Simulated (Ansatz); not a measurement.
Single points on Sn5Au⁺.

```yaml
crystal:
  periodic: [false, false, false]
  atoms:
    - {symbol: Au, position_ang: [0.252028, 1.664075, -1.467936]}
    - {symbol: Sn, position_ang: [0.162140, -1.252352, 1.769782]}
    - {symbol: Sn, position_ang: [-1.413930, -1.785878, -0.591000]}
    - {symbol: Sn, position_ang: [1.375943, 1.234171, 1.165836]}
    - {symbol: Sn, position_ang: [1.319443, -0.860023, -1.234166]}
    - {symbol: Sn, position_ang: [-1.695635, 1.000007, 0.357473]}
basis:
  gaussian: {orbitals: def2-TZVP, initial_orbitals: start.molden}
total_charge: 1
magnetization: {spin_polarized: true, initial_magnetization: 2}
hamiltonian: {xc: hse06, dispersion: d4}
scf: {omitted_lower_state_checks: [starts]}
output: {orbitals: {seedname: orbitals}}
```

The file start.molden holds the orbitals of an earlier run on this structure, at another level or in another basis.

```sh
$ ansatz run in.yaml --threads 6 --pin off --events-out ev --progress --plain --max-ram 7833MiB
```

Shortened log:

```
Functional definition: HSE06
2716 factors; their error is unknown
124 factors; integrals over basis functions are off by at most 5.5e-7 eV
mean field evaluation 1: about -32850.7464 eV, gradient 3.6e-1 eV
mean field evaluation 2: about -32850.7476 eV, gradient 3.9e-3 eV
mean field evaluation 4: about -32851.1757 eV, gradient 2.8e-4 eV
mean field evaluation 8: about -32851.1757 eV, gradient 2.0e-5 eV
mean field -32851.17573277 eV, -1207.2584408525 hartree, gradient 8.6e-6 eV, S^2 2.018903; 0 other end points of the search recorded, 0 dependent functions left out
reference -32851.17578141 eV, -1207.2584426402 hartree; 65, 63 occupied and 225, 227 virtual orbitals, 2716 factors
Total energy: -32851.69186716 eV, -1207.2774084417 hartree
Checks for a lower state left out: starts
```

Hardware: 6 threads of Intel Xeon on a shared host. Wall time 3.4 min, peak host memory 2.3 GiB.

The first input with `hamiltonian: {xc: pbe, dispersion: d4}` (abridged; 37 s):

```
Functional definition: PBE
mean field evaluation 16: about -32852.1506 eV, gradient 6.1e-6 eV
mean field -32852.15059309 eV, -1207.2942663086 hartree, gradient 6.1e-6 eV, S^2 2.006565
Total energy: -32852.75027991 eV, -1207.3163043927 hartree
Checks for a lower state left out: starts
```

As the first input, with `gaussian: {orbitals: def2-TZVP}`, `hamiltonian: {xc: pbe0, dispersion: d4}` (abridged; 4.5 min):

```
Functional definition: PBE0
mean field evaluation 16: about -32851.2937 eV, gradient 2.8e-2 eV
mean field evaluation 32: about -32851.2938 eV, gradient 3.9e-4 eV
mean field -32851.29382253 eV, -1207.2627805714 hartree, gradient 3.3e-6 eV, S^2 2.020221
Total energy: -32851.81355227 eV, -1207.2818802869 hartree
Checks for a lower state left out: starts
```

Geometry: PBE-D4/def2-SVP, that of the neutral doublet.

In the def2 sets Au, Sn take a core potential; there is no spin–orbit coupling. HSE06 is defined as in plane-wave codes, on full-range PBE exchange. At PBE-D4/def2-TZVP the gap within one spin of the charge 1 triplet nearly closes, so an electron or hole may be smeared out by delocalisation error. At PBE0-D4/def2-TZVP a singlet of charge 1 lies 0.20 eV below the triplet at the same geometry. The structure comes from a short search, and lower isomers may exist.
